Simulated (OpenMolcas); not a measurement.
Pt2+ among 5 point charges of -2 e arranged as a trigonal bipyramid (D3h). The axial distance is 0.96 times the equatorial one, R.

```json
{
 "Program": "OpenMolcas",
 "Method": "CASSCF",
 "Basis": "ANO-RCC-VDZP [7s6p4d2f]",
 "Scalar Hamiltonian": "DKH2, point nucleus",
 "Active space": "8 electrons in 5 orbitals (5d)",
 "State averaging": "2S+1 = 3 even, 10 roots; 2S+1 = 1 even, 15 roots",
 "Spin-orbit coupling": "state interaction with AMFI integrals over the reference wave functions"
}
```

All point charges move together. At R = 2.14 Å the first state of the same spin is 2979 cm-1, and at R = 2.23 Å it is 2774 cm-1.

Q: A third run gives 2531 cm-1. What distance was it run at?

A: With a power law R^-n the two known points give n = -ln(2774 / 2979) / ln(2.23 / 2.14) = 1.73. Then R = 2.14 × (2979 / 2531)^(1/1.73) = 2.351 Å. The run was at 2.32 Å, so the estimate is off by +0.031 Å.

An orbital doublet at a regular site is open to a Jahn-Teller distortion, which this geometry leaves out. Without dynamic correlation the repulsion within the d shell is too large (B by tens of per cent), so at a given field states of lower spin stand too high. Real 4d8 and 5d8 ions are as a rule square planar and diamagnetic. This shell can be high or low spin here, a state of another spin lies low, and with metal d orbitals alone active their balance is uncertain, so the ground spin may be wrong. Point charges give a weaker field than real ligands, and real ions of this kind are as a rule low spin; the high spin found here belongs to the model. Point charges carry no covalency, so the field is a model and not that of real ligands. No measured value stands beside these numbers.
